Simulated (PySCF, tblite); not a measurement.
Isomers of C3H10OSSi, one GFN2-xTB conformer each. Single-point energies are computed at PBE0/pcSseg-1 (PySCF, gas phase, no added dispersion term), electronic only.

```json
{"SMILES": "CC[Si@@H](O)SC", "GFN2-xTB relative energy (kcal/mol)": "0.0"}
{"SMILES": "CC[Si@@](C)(O)S", "GFN2-xTB relative energy (kcal/mol)": "2.1"}
```

Conformers: `[CH3:1][CH2:2][Si@@H:3]([OH:4])[S:5][CH3:6]` with C1–C2–Si3–O4 60°, C2–Si3–O4–H 56°, C2–Si3–S5–C6 -177°; `[CH3:1][CH2:2][Si@@:3]([CH3:4])([OH:5])[SH:6]` with C1–C2–Si3–C4 -60°, C2–Si3–O5–H 61°, C2–Si3–S6–H 180°.

Question: What does PBE0/pcSseg-1 give for the same structures?

Answer: 
```csv
SMILES,PBE0/pcSseg-1 E (Eh),PBE0/pcSseg-1 (kcal/mol),GFN2-xTB (kcal/mol),point group
CC[Si@@](C)(O)S,-882.80803,0.0,2.1,C1
CC[Si@@H](O)SC,-882.78350,15.4,0.0,C1
```

GFN2-xTB puts CC[Si@@H](O)SC lowest instead. As drawn, the lower has an S–H bond, which the higher lacks.

Question: Which frontier levels, dipoles and rotational constants go with these structures?

Answer: 
```csv
SMILES,"HOMO (eV, PBE0/pcSseg-1)",LUMO (eV),dipole (D),"A, B, C (MHz)"
CC[Si@@](C)(O)S,-7.18,0.80,1.36,"2811, 1495, 1338"
CC[Si@@H](O)SC,-6.75,0.72,1.31,"4538, 1252, 1057"
```

Question: What happens when harmonic zero-point energies from GFN2-xTB frequencies are added?

Answer: 
```
         SMILES  ZPE (kcal/mol)  electronic (kcal/mol)  with ZPE (kcal/mol)
CC[Si@@](C)(O)S            78.3                    0.0                  0.0
 CC[Si@@H](O)SC            79.0                   15.4                 16.1
```

The zero-point energies span 0.7 kcal/mol. The order is unchanged.
